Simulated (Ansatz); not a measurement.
Two isomers of C6H15N: A = `CCCNCCC`, B = `CCCCCCN`.

Isolated molecules relaxed with PBE0-D4/def2-TZVP in Ansatz; ΔE leaves out vibrations. CCSD(T)/CBS adds triple-zeta CCSD(T) − MP2 to the extrapolated MP2 energy (def2 sets, frozen cores). DFT in def2-TZVPP. B3LYP here is the variant with VWN-RPA as its local correlation; programs differ in this. One conformer a species, not always the lowest.

Q: Which isomer does CCSD(T)/CBS put lower? Give the gap. (An estimate is asked.)

A: The calculation gave: B, by 19.1 kJ/mol.

Q: Give E(B) − E(A) in kJ/mol with r2SCAN-D4, B2PLYP, HF/def2-TZVPP, B3LYP-D4, PBE0-D4, MP2/def2-TZVPP, BLYP-D4. (Best estimate.)

A: Ansatz gave: r2SCAN-D4 -15.5, B2PLYP -15.1, HF/def2-TZVPP -13.3, B3LYP-D4 -13.9, PBE0-D4 -16.3, MP2/def2-TZVPP -18.1, BLYP-D4 -12.9. None reverses the order clearly.

Largest T1 diagnostic: 0.009.

In def2-TZVPP, CCSD(T) changes the Hartree–Fock value by −4.0 kJ/mol (the triples alone add −0.1 kJ/mol) and MP2 by −4.8 kJ/mol. Leaving LDA and LC-ωPBE aside and taking each functional with its dispersion term where it has one, the values, not all of them listed here, spread over 4.4 kJ/mol, from PBE-QIDH to BLYP-D4.
